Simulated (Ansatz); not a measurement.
Consider the ligand exchange at the Si–C bond: `[SiH3]C1(S)CO1` + `NN` → `NN[SiH3]` + `SC1CO1`.

Calculated with Ansatz (gas phase, PBE0-D4/def2-TZVP geometries, no zero-point term in ΔE). CBS: MP2 limit from def2 TZ/QZ plus the TZ coupled-cluster correction, frozen cores. This one scheme is used for every species. Functionals use def2-TZVPP. B3LYP here is the variant with VWN-RPA as its local correlation; programs differ in this. One conformer a species, not always the lowest.

`[SiH3]C1(S)CO1`:

Cartesian coordinates in Å:
```
Si 0.405 -1.565 0.186
C -0.236 0.211 0.244
S -0.139 0.946 1.868
C -0.196 1.028 -0.971
O -1.413 0.458 -0.530
H -0.315 -2.391 1.186
H 0.153 -2.073 -1.185
H 1.860 -1.578 0.482
H -0.207 2.233 1.487
H -0.122 2.109 -0.869
H 0.209 0.622 -1.897
```

`NN`:

```xyz
6

N     0.557   -0.424   -0.243
N    -0.217    0.690    0.162
H     0.147   -1.308    0.038
H     0.625   -0.412   -1.251
H    -1.208    0.481    0.213
H     0.095    0.974    1.080
```

`NN[SiH3]`:

Cartesian coordinates in Å:
```
N 0.296 1.566 -0.277
N 0.396 0.416 0.528
Si -0.273 -1.102 0.096
H 0.630 1.378 -1.216
H -0.669 1.869 -0.333
H 1.043 0.541 1.286
H 0.248 -1.600 -1.212
H -1.753 -1.009 -0.049
H 0.082 -2.059 1.177
```

`SC1CO1`:

```xyz
8

S    -0.481    1.268   -1.388
C    -0.479    0.430    0.182
C     0.482   -0.590    0.575
O    -0.865   -0.921    0.252
H     0.268    0.364   -2.039
H    -0.910    1.075    0.944
H     0.756   -0.710    1.620
H     1.228   -0.917   -0.147
```

Q: Is it downhill or uphill in electronic energy at CCSD(T)/CBS, and by how much? (Estimate.)

A: Computed: Downhill: ΔE = -0.49 eV.

Q: What do these levels give: PBE0-D4, B3LYP-D4, r2SCANh-D4, ωB97M-V, revPBE, r2SCAN, B3LYP, r2SCAN0, BHLYP, MP2/def2-TZVPP, HF/def2-QZVPP, SCS-MP2/def2-QZVPP? (Best estimate.)

A: Computed: PBE0-D4 -0.49, B3LYP-D4 -0.53, r2SCANh-D4 -0.53, ωB97M-V -0.52, revPBE -0.49, r2SCAN -0.53, B3LYP -0.59, r2SCAN0 -0.55, BHLYP -0.63, MP2/def2-TZVPP -0.50, HF/def2-QZVPP -0.69, SCS-MP2/def2-QZVPP -0.52 eV.

Largest T1 diagnostic among the species: 0.013.

From BLYP to BHLYP (50 % exact exchange), in def2-TZVPP and without D4, ΔE moves by −0.07 eV. Leaving LDA and LC-ωPBE aside and taking each functional with its dispersion term where it has one, the values, not all of them listed here, spread over 0.14 eV, from CAM-B3LYP-D4 to revPBE-D4.
